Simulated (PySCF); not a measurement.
Species: C5H5F3O2.
SMILES with atom numbers: `[F:1][C:2]([F:3])([F:4])[O:5]/[CH:6]=[CH:7]/[C@H:8]1[CH2:9][O:10]1` (hydrogens: H11 on C6; H12 on C7; H13 on C8; H14, H15 on C9)

Geometry (GFN2-xTB, Å), atoms numbered from 1 in this order:
```xyz
15
C5H5F3O2 angstrom
F      3.7885   -0.3009   -1.1366
C      2.6134    0.0376   -0.6227
F      2.8292    0.3638    0.6630
F      2.2400    1.1815   -1.2241
O      1.7637   -0.9595   -0.7931
C      0.4527   -0.8250   -0.3481
C     -0.0902    0.2073    0.2741
C     -1.5180    0.1991    0.6702
C     -2.5859    0.1828   -0.3428
O     -2.2757   -0.9448    0.4179
H     -0.0937   -1.7260   -0.5808
H      0.4501    1.1059    0.5286
H     -1.7293    0.6965    1.6139
H     -2.3129    0.1336   -1.3905
H     -3.5364    0.6560   -0.1241
```

A PySCF run (density fitting, gas phase, GFN2-xTB geometry) gave HOMO -8.76 eV, LUMO -2.54 eV, dipole 2.61 D.

**Question.** Which of these levels was it?
A. WP04/pcSseg-1
B. PBE0/pcSseg-1
C. PBE0/def2-SVPD

**Answer.** A. It is WP04/pcSseg-1. All candidates on this geometry:

```tsv
level and settings	kind	basis functions	SCF cycles	E (Eh)	HOMO (eV)	LUMO (eV)	dipole (D)
WP04/pcSseg-1, start guess atom	global hybrid fitted to proton shifts	195	12	-655.9410	-8.76	-2.54	2.61
PBE0/def2-SVPD	global hybrid	255	14	-642.3504	-7.58	-0.39	2.37
PBE0/pcSseg-1	global hybrid	195	14	-642.7355	-7.53	-0.28	2.43
```

The nearest other candidate, by the summed differences of HOMO and LUMO, is PBE0/def2-SVPD: its HOMO differs by +1.18 eV and its LUMO by +2.15 eV. Cycle counts include a coarse-grid stage where the run had one. WP04 was designed for NMR shieldings or shifts; total energies of different functionals aren't comparable.
